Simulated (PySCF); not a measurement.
Computed shifts of a molecule CH₈FNSi₂, PBE/pcSseg-1 (PySCF), GIAO, gas phase, atoms alike by connectivity averaged where their shifts nearly agree, in ppm (number of nuclei): ¹³C: 2.8 (1). ²⁹Si: 14.7 (1), -120.0 (1). ¹⁵N: 53.5 (1). ¹⁹F: -148.3 (1). ¹H: 3.59 (3), 1.65 (2), 0.61 (3). References: ¹³C against TMS (σ = 182.0 ppm); ²⁹Si against TMS (σ = 335.4 ppm); ¹⁵N against NH3 (σ = 267.0 ppm); ¹⁹F against CFCl3 (σ = 133.6 ppm); ¹H against TMS (σ = 31.49 ppm), references at their B3LYP-D3(BJ)/def2-TZVP geometries, non-relativistic. Coordinates come from a B3LYP-D3(BJ)/def2-SVP optimisation. One conformer was computed; it need not be the lowest.

Q: Identify the compound among the candidates.
A) N[Si@H]([SiH3])CF
B) C[SiH2][Si@@H](N)F
C) C[Si@@](N)(F)[SiH3]
D) N[C@H]([SiH3])[SiH2]F

A: C, C[Si@@](N)(F)[SiH3]
